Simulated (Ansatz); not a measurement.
Mulliken charges of FHO3W, SMILES `[O]=[W](=[O])([OH])[F]` from r2SCAN/def2-TZVPP in Ansatz (PBE0-D4/def2-TZVP geometry).

```
atom   x (Å)   y (Å)   z (Å)  charge (e)
  O1  -0.202  -1.880  -0.503      -0.414
  W2   0.293  -0.285  -0.193       1.343
  O3   1.312  -0.313   1.166      -0.411
  O4  -1.225   0.744   0.182      -0.437
  F5   1.226   0.377  -1.656      -0.319
  H6  -1.363   1.293   0.958       0.238
```

**Question.** By hand: the dipole of these point charges (1 e Å = 4.8032 D).

**Answer.** Σ q r = (-0.242, 0.387, 0.147) e Å, of length 0.480 e Å = 2.31 D.

**Question.** How does the dipole of the full density compare? (Estimate.)

**Answer.** Computed: (-0.300, 0.591, 0.133) e Å, 3.25 D; the point charges give 0.71 times that, at 8° from its direction.

Point charges leave out the atoms' own dipoles, such as those of lone pairs, and Mulliken's split depends on the basis, so the two needn't agree.
